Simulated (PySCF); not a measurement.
**HHf(OH), singlet: data card**

All numbers come from PBE0/[Hf def2-TZVP with ECP60, H def2-TZVP, O def2-TZVP], scalar-relativistic core potentials, density fitting, no spin–orbit coupling, PySCF.

The structure is a minimum.

```xyz
4
charge 0 multiplicity 1, angstrom
Hf   -0.0651    0.0000    0.1465
H     0.8598    0.0000    1.7508
O     0.5928    0.0000   -1.6248
H     1.3521    0.0000   -2.2051
```

```json
{
 "Point group": "Cs",
 "Bond lengths": "Hf–H 1.852 Å, Hf–O 1.890 Å, O–H 0.956 Å",
 "Bond angles": "H–Hf–O 129.7°, H–O–Hf 147.8°",
 "Enthalpy at 298.15 K above 0 K": "12.65 kJ/mol",
 "Lowest empty level": "-1.97 eV",
 "Entropy at 298.15 K and 1 bar": "274.5 J/(mol K)",
 "Rotational symmetry number": "1",
 "Heat capacity Cp at 298.15 K": "55.2 J/(mol K)",
 "Rotational constants": "7.38, 0.2774, 0.2674 cm⁻¹",
 "Dipole moment": "1.33 D",
 "Principal polarisabilities": "61.2, 81.6, 86.6 bohr³",
 "Zero-point energy": "45.2 kJ/mol",
 "Principal quadrupole moments (Buckingham, traceless) about the centre of mass": "-6.91, -2.49, 9.41 D Å",
 "Atomisation energy without zero-point energy": "1237 kJ/mol",
 "Highest occupied level": "-4.89 eV"
}
```

Harmonic modes (masses in u: Hf 179.947, H 1.008, O 15.995):
| symmetry | ω (cm⁻¹) | IR (km/mol) |
| --- | --- | --- |
| a' | 332 | 14.9 |
| a'' | 432 | 89.6 |
| a' | 440 | 138 |
| a' | 714 | 69.8 |
| a' | 1678 | 290 |
| a' | 3958 | 237 |

Charges (e):
```
atom  Mulliken  Löwdin  polar tensor  Mayer order to Hf1
 Hf1      0.48    0.33          0.59                   –
  H2     -0.18   -0.20         -0.23                0.94
  O3     -0.63   -0.28         -0.70                1.18
  H4      0.34    0.16          0.35                0.03
```
Other Mayer orders above 0.3: O–H 0.87.

Mulliken populations on Hf1 (electrons outside its core potential): s 3.55, p 6.31, d 1.61, f 0.06.

Outer orbital energies (eV). occupied: -27.44, -14.53, -10.33, -10.17, -8.26, -4.89; empty: -1.97, -1.95, -1.14, -0.97.

Other isomers or separated fragments may lie lower. At this level a broken-symmetry Ms = 0 minimum of Cs symmetry lies 9 kJ/mol below this structure. At the minimum of this search the closed-shell solution is unstable towards spin polarisation, so a lower open-shell solution exists. With an element this heavy the missing spin–orbit coupling can shift these numbers.

The final relaxation and frequency run took 33 s on 2 threads of a shared Arm Neoverse V2 host, with 83 basis functions and 21 gradients; the process peaked at 0.97 GiB.
